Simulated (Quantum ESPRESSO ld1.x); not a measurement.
Yb3+, 67 electrons, occupied as [Xe] 4f12 5d1 (not the ground configuration).

All-electron calculation, scalar-relativistic Kohn-Sham, PBE, spin-unpolarised, spherical densities, point nucleus. Program: ld1.x of Quantum ESPRESSO 7.5.

Energy parts (hartree):
part                      energy
total                 -14057.635
kinetic                15322.325
electron-nucleus      -34506.078
Hartree                 5417.352
exchange-correlation    -291.234

Orbitals (lengths in bohr, moments of r in powers of bohr; r(90%) holds 90 % of the orbital's charge):
| orbital | occ. | eigenvalue (hartree) | r(90%) |
|---|---|---|---|
| 1s | 2 | -2252.27 | 0.0357 |
| 2s | 2 | -382.888 | 0.129 |
| 2p | 6 | -337.600 | 0.121 |
| 3s | 2 | -87.5675 | 0.318 |
| 3p | 6 | -73.9187 | 0.323 |
| 3d | 10 | -57.3101 | 0.305 |
| 4s | 2 | -18.5004 | 0.699 |
| 4p | 6 | -14.0101 | 0.751 |
| 4d | 10 | -8.10090 | 0.835 |
| 4f | 12 | -1.60273 | 1.18 |
| 5s | 2 | -3.31477 | 1.68 |
| 5p | 6 | -2.22949 | 1.98 |
| 5d | 1 | -0.99364 | 2.99 |

The highest occupied level is 5d at -27.038 eV. Summed over all electrons, <r^2> = 34.56 bohr^2, which gives a Langevin (diamagnetic) susceptibility term of -27.4 x 10^-6 cm^3/mol.
